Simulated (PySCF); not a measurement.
# Worked example: entropy of an ideal gas

CCl2F, SMILES F[C](Cl)Cl, multiplicity 2.

Coordinates come from a B3LYP-D3(BJ)/def2-SVP optimisation. The isomer is the one that the SMILES or the coordinates give; other isomers of the formula were not compared.

PySCF with B3LYP-D3(BJ)/def2-SVP gives the harmonic wavenumbers 281, 381, 459, 606, 903, 1210 cm⁻¹ and the rotational temperatures 0.3527, 0.1547, 0.1089 K. The molar mass is 101.91 g/mol, the symmetry number 1, the spin multiplicity 2.

### Question
Work out the entropy at 298.15 K and 1 atm in the rigid-rotor, harmonic-oscillator model.

### Answer

Translation (Sackur–Tetrode at 1 atm): S = R[1.5 ln M + 2.5 ln T − 1.16487] = 166.4 J/(mol K).
Rotation: q = (√π/σ) T^1.5/√(θA θB θC) = 118000, S = R[ln q + 3/2] = 109.6 J/(mol K).
Vibration: with u = 1.4388 ν/T, each mode gives R[u/(e^u − 1) − ln(1 − e^−u)]:
```tsv
ν (cm⁻¹)	modes	u	S (J/(mol K))
281	1	1.36	6.39
381	1	1.84	4.33
459	1	2.21	3.22
606	1	2.92	1.84
903	1	4.36	0.58
1210	1	5.84	0.17
```
These are all the modes. Sum 16.5 J/(mol K).
Spin: R ln 2 = 5.8 J/(mol K).
Total 298.3 J/(mol K); the program's own thermochemistry gives 298.3. Translation makes up 56 % and vibration 6 %. Anharmonicity, hindered rotation and orbital degeneracy are left out.
